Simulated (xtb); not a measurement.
Input for xtb: GFN2-xTB on BeC, 2S+1 = 3, a spin state set in the input, which need not be the lowest, a point of a bond scan (R = 1.834 Å).

```
$ xtb mol.xyz --gfn 2 --sp --chrg 0 --uhf 2
2

Be     0.00000000     0.00000000     0.00000000
C      0.00000000     0.00000000     1.83390800
```

It printed:

```
[...]
           -------------------------------------------------
          |                Calculation Setup                |
           -------------------------------------------------



           -------------------------------------------------
          |                 G F N 2 - x T B                 |
           -------------------------------------------------

        Reference                      10.1021/acs.jctc.8b01176
      * Hamiltonian:
        H0-scaling (s, p, d)           1.850000    2.230000    2.230000
        zeta-weighting                 0.500000
      * Dispersion:
        s8                             2.700000
        a1                             0.520000
        a2                             5.000000
        s9                             5.000000
      * Repulsion:
        kExp                           1.500000    1.000000
        rExp                           1.000000
      * Coulomb:
        alpha                          2.000000
        third order                    shell-resolved
        anisotropic                    true
        a3                             3.000000
        a5                             4.000000
        cn-shift                       1.200000
        cn-exp                         4.000000
        max-rad                        5.000000


          ...................................................
          :                      SETUP                      :
          :.................................................:
          :  # basis functions                   8          :
          :  # atomic orbitals                   8          :
          :  # shells                            4          :
          :  # electrons                         6          :
          :  max. iterations                   250          :
          :  Hamiltonian                  GFN2-xTB          :
          :  restarted?                      false          :
          :  GBSA solvation                  false          :
          :  PC potential                    false          :
          :  electronic temp.          300.0000000     K    :
          :  accuracy                    1.0000000          :
          :  -> integral cutoff          0.2500000E+02      :
          :  -> integral neglect         0.1000000E-07      :
          :  -> SCF convergence          0.1000000E-05 Eh   :
          :  -> wf. convergence          0.1000000E-03 e    :
          :  Broyden damping             0.4000000          :
          :  net charge                          0          :
          :  unpaired electrons                  2          :
          ...................................................

 iter      E             dE          RMSdq      gap      omega  full diag
   1      5.9843699  0.598437E+01  0.442E+01    5.08       0.0  T
   2     -0.4747980 -0.645917E+01  0.336E+01   38.21       1.0  T
   3     -0.7473069 -0.272509E+00  0.220E+01   17.62       1.0  T
   4     -1.2267902 -0.479483E+00  0.152E+01    7.66       1.0  T
   5     -2.1804175 -0.953627E+00  0.127E+01    2.01       1.0  T
   6     -0.9833585  0.119706E+01  0.172E+01   11.11       1.0  T
   7     -0.9683799  0.149786E-01  0.295E+01   12.88       1.0  T
   8     -0.0656947  0.902685E+00  0.189E+01    1.23       1.0  T
   9      2.8753205  0.294102E+01  0.271E+01    2.40       1.0  T
  10      5.6139395  0.273862E+01  0.340E+01    5.04       1.0  T
  11      6.3693725  0.755433E+00  0.367E+01    6.28       1.0  T
  12      4.3650095 -0.200436E+01  0.315E+01    3.68       1.0  T
  13      0.8498278 -0.351518E+01  0.214E+01    1.35       1.0  T
  14      3.9862123  0.313638E+01  0.306E+01    3.26       1.0  T
  15      4.0949547  0.108742E+00  0.310E+01    3.36       1.0  T
  16      3.2911360 -0.803819E+00  0.282E+01    2.70       1.0  T
  17      3.6135830  0.322447E+00  0.289E+01    3.09       1.0  T
  18      0.6383345 -0.297525E+01  0.202E+01    1.06       1.0  T
  19     -2.0985728 -0.273691E+01  0.133E+01    0.42       1.0  T
  20     -0.8832061  0.121537E+01  0.192E+01   11.98       1.0  T
  21     -1.8852333 -0.100203E+01  0.136E+01    2.80       1.0  T
  22     -2.4722913 -0.587058E+00  0.696E+00    1.22       1.0  T
  23     -1.8402420  0.632049E+00  0.109E+01    3.43       1.0  T
  24     -2.5041299 -0.663888E+00  0.455E+00    1.14       1.0  T
  25     -2.1234224  0.380707E+00  0.826E+00    2.45       1.0  T
  26     -2.5057765 -0.382354E+00  0.274E+00    1.23       1.0  T
  27     -2.4774085  0.283680E-01  0.304E+00    1.45       1.0  T
  28     -2.4626947  0.147138E-01  0.318E+00    1.12       1.0  T
  29     -2.4803281 -0.176334E-01  0.264E+00    1.14       1.0  T
  30     -2.4845951 -0.426709E-02  0.243E+00    1.16       1.0  T
  31     -2.4688410  0.157542E-01  0.276E+00    1.13       1.0  T
  32     -2.4732892 -0.444824E-02  0.260E+00    1.14       1.0  T
  33     -2.4904978 -0.172086E-01  0.198E+00    1.18       1.0  T
  34     -2.4969052 -0.640733E-02  0.158E+00    1.21       1.0  T
  35     -2.5048933 -0.798815E-02  0.941E-01    1.27       1.0  T
  36     -2.5063987 -0.150535E-02  0.754E-01    1.33       1.0  T
  37     -2.5052386  0.116004E-02  0.788E-01    1.35       1.0  T
  38     -2.5057270 -0.488377E-03  0.607E-01    1.34       1.0  T
  39     -2.5066184 -0.891370E-03  0.295E-01    1.33       1.0  T
  40     -2.5067309 -0.112490E-03  0.209E-01    1.32       1.0  T
  41     -2.5067279  0.301806E-05  0.181E-01    1.32       1.0  T
  42     -2.5067304 -0.250908E-05  0.140E-01    1.32       1.0  T
  43     -2.5067164  0.140117E-04  0.122E-01    1.33       1.0  T
  44     -2.5067209 -0.458605E-05  0.112E-01    1.33       1.0  T
  45     -2.5067294 -0.847684E-05  0.735E-02    1.32       1.0  T
  46     -2.5067316 -0.216446E-05  0.347E-02    1.32       2.0  T
  47     -2.5067335 -0.195465E-05  0.822E-03    1.32       8.6  T
  48     -2.5067336 -0.923251E-07  0.147E-03    1.32      48.2  T
  49     -2.5067336 -0.696423E-08  0.105E-03    1.32      67.5  T
  50     -2.5067336 -0.115682E-08  0.715E-04    1.32      98.9  T
  51     -2.5067336 -0.251351E-08  0.340E-04    1.32     207.9  T

   *** convergence criteria satisfied after 51 iterations ***

         #    Occupation            Energy/Eh            Energy/eV
      -------------------------------------------------------------
         1        2.0000           -0.5116225             -13.9220
         2        2.0000           -0.3112434              -8.4694
         3        1.0000           -0.2849871              -7.7549
         4        1.0000           -0.2849871              -7.7549 (HOMO)
         5                         -0.2364488              -6.4341 (LUMO)
         6                         -0.1535890              -4.1794
         7                         -0.1535890              -4.1794
         8                          0.1151161               3.1325
      -------------------------------------------------------------
                  HL-Gap            0.0485383 Eh            1.3208 eV
             Fermi-level           -0.2794229 Eh           -7.6035 eV

 transition dipole moment (au) for excitation:           3           4
     X       Y       Z
   0.0000  -0.0000  -0.0000  total (au/Debye):    0.000   0.000
 dE (eV)             :    0.000
 oscillator strength :  0.12795E-45

 SCC (total)                   0 d,  0 h,  0 min,  0.002 sec
 SCC setup                      ...        0 min,  0.000 sec (  2.295%)
 Dispersion                     ...        0 min,  0.000 sec (  0.744%)
 classical contributions        ...        0 min,  0.000 sec (  0.408%)
 integral evaluation            ...        0 min,  0.000 sec (  3.765%)
 iterations                     ...        0 min,  0.002 sec ( 83.165%)
 molecular gradient             ...        0 min,  0.000 sec (  4.404%)
 printout                       ...        0 min,  0.000 sec (  4.995%)

         :::::::::::::::::::::::::::::::::::::::::::::::::::::
         ::                     SUMMARY                     ::
         :::::::::::::::::::::::::::::::::::::::::::::::::::::
         :: total energy              -2.501966125721 Eh    ::
         :: gradient norm              0.078523003651 Eh/a0 ::
         :: HOMO-LUMO gap              1.320795384463 eV    ::
         ::.................................................::
         :: SCC energy                -2.506733637196 Eh    ::
         :: -> isotropic ES           -0.033773119593 Eh    ::
         :: -> anisotropic ES          0.003116629944 Eh    ::
         :: -> anisotropic XC         -0.004513399081 Eh    ::
         :: -> dispersion             -0.000408819816 Eh    ::
         :: repulsion energy           0.004767511475 Eh    ::
         :: add. restraining           0.000000000000 Eh    ::
         :: total charge               0.000000000005 e     ::
         :::::::::::::::::::::::::::::::::::::::::::::::::::::

           -------------------------------------------------
          |                Property Printout                |
           -------------------------------------------------

    * Orbital Energies and Occupations

         #    Occupation            Energy/Eh            Energy/eV
      -------------------------------------------------------------
         1        2.0000           -0.5116225             -13.9220
         2        2.0000           -0.3112434              -8.4694
         3        1.0000           -0.2849871              -7.7549
         4        1.0000           -0.2849871              -7.7549 (HOMO)
         5                         -0.2364488              -6.4341 (LUMO)
         6                         -0.1535890              -4.1794
         7                         -0.1535890              -4.1794
         8                          0.1151161               3.1325
      -------------------------------------------------------------
                  HL-Gap            0.0485383 Eh            1.3208 eV
             Fermi-level           -0.2794229 Eh           -7.6035 eV

     #   Z          covCN         q      C6AA      α(0)
     1   4 Be       0.823     0.375    68.252    24.749
     2   6 C        0.823    -0.375    48.380    11.586

 Mol. C6AA /au·bohr⁶  :        211.438661
 Mol. C8AA /au·bohr⁸  :       7843.507467
 Mol. α(0) /au        :         36.334808


Wiberg/Mayer (AO) data.
largest (>0.10) Wiberg bond orders for each atom

 ---------------------------------------------------------------------------
     #   Z sym  total        # sym  WBO       # sym  WBO       # sym  WBO
 ---------------------------------------------------------------------------
     1   4 Be   1.973 --     2 C    1.973
     2   6 C    1.973 --     1 Be   1.973
 ---------------------------------------------------------------------------

Topologies differ in total number of bonds
Writing topology from bond orders to xtbtopo.mol

molecular dipole:
                 x           y           z       tot (Debye)
 q only:        0.000       0.000      -1.300
   full:        0.000      -0.000      -2.227       5.662
molecular quadrupole (traceless):
                xx          xy          yy          xz          yz          zz
 q only:        2.252       0.000       2.252       0.000       0.000      -4.505
  q+dip:        2.199       0.000       2.199       0.000      -0.000      -4.397
   full:        3.123      -0.000       3.123      -0.000      -0.000      -6.246


           -------------------------------------------------
          | TOTAL ENERGY               -2.501966125721 Eh   |
          | GRADIENT NORM               0.078523003651 Eh/α |
          | HOMO-LUMO GAP               1.320795384463 eV   |
           -------------------------------------------------

------------------------------------------------------------------------
------------------------------------------------------------------------
Note: The following floating-point exceptions are signalling: IEEE_UNDERFLOW_FLAG IEEE_DENORMAL
normal termination of xtb
 total:
 SCF:
```

The run finished.

Cost: roughly 0.020 core-seconds.
